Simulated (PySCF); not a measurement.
GeOCl, SMILES [O]=[Ge][Cl], multiplicity 2.

Coordinates come from a B3LYP-D3(BJ)/def2-TZVP optimisation.

Level of theory: PySCF with B3LYP/def2-TZVPD.

Computed frontier levels, dipole moment and polarisability:
```yaml
"α spin, highest occupied and lowest empty level": -8.11 and -2.89 eV
"β spin, highest occupied and lowest empty level": -8.61 and -5.36 eV
dipole_moment: 2.47 D
quadrupole, principal values (traceless, Buckingham form, about the centre of nuclear charge): -8.59, 3.78, 4.81 D·Å
mean_static_polarisability: 52.7 bohr³ (7.81 Å³)
polarisability_principal_values: 38.4, 49.2, 70.7 bohr³
"⟨S²⟩": 0.759 (pure state 0.75)
```
